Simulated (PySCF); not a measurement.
# Solvent effects on NMR parameters

Molfile (atoms numbered from 1):
```
C6H6BF
     RDKit          3D

 14 14  0  0  0  0  0  0  0  0999 V2000
    2.3249   -0.2065   -0.6935 B   0  0  0  0  0  0  0  0  0  0  0  0
    0.8570   -0.0747   -0.2597 C   0  0  0  0  0  0  0  0  0  0  0  0
    0.2870    1.1846    0.0253 C   0  0  0  0  0  0  0  0  0  0  0  0
   -1.0373    1.3154    0.4223 C   0  0  0  0  0  0  0  0  0  0  0  0
   -1.8106    0.1629    0.5387 C   0  0  0  0  0  0  0  0  0  0  0  0
   -3.0766    0.2744    0.9208 F   0  0  0  0  0  0  0  0  0  0  0  0
   -1.2991   -1.1038    0.2677 C   0  0  0  0  0  0  0  0  0  0  0  0
    0.0276   -1.2091   -0.1282 C   0  0  0  0  0  0  0  0  0  0  0  0
    3.0231    0.7769   -0.7939 H   0  0  0  0  0  0  0  0  0  0  0  0
    2.7935   -1.2958   -0.9349 H   0  0  0  0  0  0  0  0  0  0  0  0
    0.9072    2.0799   -0.0689 H   0  0  0  0  0  0  0  0  0  0  0  0
   -1.4865    2.2850    0.6448 H   0  0  0  0  0  0  0  0  0  0  0  0
   -1.9482   -1.9750    0.3727 H   0  0  0  0  0  0  0  0  0  0  0  0
    0.4436   -2.1967   -0.3439 H   0  0  0  0  0  0  0  0  0  0  0  0
  1  2  1  0
  2  3  1  0
  3  4  2  0
  4  5  1  0
  5  6  1  0
  5  7  2  0
  7  8  1  0
  8  2  2  0
  1  9  1  0
  1 10  1  0
  3 11  1  0
  4 12  1  0
  7 13  1  0
  8 14  1  0
M  END
```

GIAO PBE0/pcSseg-1 in PySCF on one PBE0-D3(BJ)/def2-SVP conformer, non-relativistic, equivalent nuclei averaged. Solvents enter as an IEF-PCM continuum (tetrahydrofuran with ε = 7.4, acetone with ε = 20.5) around the gas-phase geometry. Shifts are referred to BF3·OEt2, TMS, CFCl3 computed in the same medium.

Gas phase, δ in ppm: B1 73.7, C5 175.4, C3/C8 153.5, C2 143.2, C4/C7 120.1, F6 -94.1, H11/H14 8.21, H12/H13 7.26, H9/H10 7.15. Dipole moment 0.44 D.

Problem. How does each δ change in the continuum?

Solution. 
```
  atoms                       environment  Δδ, tetrahydrofuran  Δδ, acetone
     B1            boron bonded to C, 2 H                 -0.2         -0.2
     C5  aromatic carbon bearing fluorine                 +1.1         +1.3
  C3/C8                       aromatic CH                 +1.3         +1.6
     C2       substituted aromatic carbon                 +0.7         +0.8
  C4/C7                       aromatic CH                 +1.4         +1.7
     F6                     aryl fluorine                 -1.2         -1.2
H11/H14        hydrogen on an aromatic CH                +0.16        +0.19
H12/H13        hydrogen on an aromatic CH                +0.23        +0.27
 H9/H10   hydrogen on a boron bonded to C                -0.08        -0.09
```

Changes are relative to the gas phase. The dipole moment becomes 0.59 D in tetrahydrofuran, 0.61 D in acetone.

Problem. Which nuclei move most (in ppm), and what does the model miss?

Solution. C4/C7 (aromatic CH, +1.7 ppm) in acetone. A continuum only polarises the solute; specific hydrogen bonds, the anisotropy of aromatic solvents and changes of geometry or conformer are outside it.
